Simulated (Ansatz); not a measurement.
Coupled-cluster run, C4H14N3OTa, SMILES `CC(C)(C)[N]=[Ta]([NH2])([NH2])[OH]`.

```yaml
crystal:
  periodic: [false, false, false]
  atoms:
    - {symbol: C, position_ang: [1.852754, 0.162086, -1.231205]}
    - {symbol: C, position_ang: [0.954241, 0.755944, -0.146326]}
    - {symbol: C, position_ang: [1.709735, 0.804771, 1.181820]}
    - {symbol: C, position_ang: [0.520741, 2.165711, -0.547481]}
    - {symbol: N, position_ang: [-0.200553, -0.074274, 0.006436]}
    - {symbol: Ta, position_ang: [-1.692813, -1.011687, 0.165781]}
    - {symbol: N, position_ang: [-1.507988, -2.517524, -1.132602]}
    - {symbol: N, position_ang: [-1.732509, -1.615764, 2.068674]}
    - {symbol: O, position_ang: [-3.293036, -0.016435, -0.227084]}
    - {symbol: H, position_ang: [2.159865, -0.849246, -0.955855]}
    - {symbol: H, position_ang: [1.316246, 0.111669, -2.181326]}
    - {symbol: H, position_ang: [2.749914, 0.771311, -1.371194]}
    - {symbol: H, position_ang: [1.070542, 1.217008, 1.965797]}
    - {symbol: H, position_ang: [2.603812, 1.428820, 1.099221]}
    - {symbol: H, position_ang: [2.014740, -0.200624, 1.480215]}
    - {symbol: H, position_ang: [1.387130, 2.821350, -0.670723]}
    - {symbol: H, position_ang: [-0.130537, 2.593423, 0.218132]}
    - {symbol: H, position_ang: [-0.029086, 2.138305, -1.491008]}
    - {symbol: H, position_ang: [-0.691946, -2.716086, -1.688944]}
    - {symbol: H, position_ang: [-2.209739, -3.226927, -1.289972]}
    - {symbol: H, position_ang: [-1.003016, -1.466517, 2.747197]}
    - {symbol: H, position_ang: [-2.473769, -2.165747, 2.479207]}
    - {symbol: H, position_ang: [-3.469724, 0.883529, -0.493358]}
basis:
  gaussian: {orbitals: def2-TZVPP}
correlation: {method: ccsd_t}
output: {orbitals: {seedname: orbitals}}
```

```sh
$ ansatz run in.yaml --threads 6 --pin off --events-out ev --progress --plain --backend cuda
```

The program prints (abridged):

```
Functional definition: HF
2976 factors; integrals over basis functions are off by at most 9.6e-4 eV
mean field evaluation 1: about -12354.9037 eV, gradient 8.2e1 eV
mean field evaluation 2: about -12355.2667 eV, gradient 8.2e1 eV
mean field evaluation 4: about -12368.7332 eV, gradient 1.6e1 eV
mean field evaluation 8: about -12369.3112 eV, gradient 1.2e0 eV
mean field evaluation 16: about -12369.3149 eV, gradient 1.7e-6 eV
mean field -12369.31494884 eV, -454.5639401471 hartree, gradient 1.7e-6 eV, S^2 0.000000; 0 other end points of the search recorded, 0 dependent functions left out
8 core orbitals not correlated: weight in the atoms' cores, before any rotation towards them, 1.000 or more for the frozen orbitals, at most 0.000 for the correlated occupied ones
reference -12369.31494884 eV, -454.5639401471 hartree; 32, 32 occupied and 460, 460 virtual orbitals, 2976 factors
second order -54.79790059 eV of doubles, -0.00000000 eV of singles
cycle   1  -53.55483970 eV  change     1.2e0 eV  update   2.3e-1
cycle   2  -54.97828750 eV  change    -1.4e0 eV  update   1.1e-1
cycle   3  -55.45366717 eV  change   -4.8e-1 eV  update   4.0e-2
cycle   4  -55.47784424 eV  change   -2.4e-2 eV  update   1.4e-2
cycle   5  -55.45900242 eV  change    1.9e-2 eV  update   4.8e-3
cycle   6  -55.46078746 eV  change   -1.8e-3 eV  update   2.0e-3
cycle   7  -55.46066814 eV  change    1.2e-4 eV  update   7.2e-4
cycle   8  -55.46015701 eV  change    5.1e-4 eV  update   2.7e-4
cycle   9  -55.46025580 eV  change   -9.9e-5 eV  update   1.1e-4
cycle  10  -55.46035887 eV  change   -1.0e-4 eV  update   4.1e-5
cycle  11  -55.46026017 eV  change    9.9e-5 eV  update   2.2e-5
cycle  12  -55.46026953 eV  change   -9.4e-6 eV  update   8.6e-6
perturbative correction -2.55230699 eV, -0.0937955520 hartree
Total energy: -12427.32752537 eV, -456.6958630121 hartree
```

It took 55 s on 6 threads of an AMD EPYC 7R13 on a shared host and a share of an NVIDIA H100 80 GB, with 2.5 GiB of host memory at the peak.

MP2 recovers 94.5 % of the CCSD(T) correlation energy and the triples give 4.4 %; T1 = 0.0156.
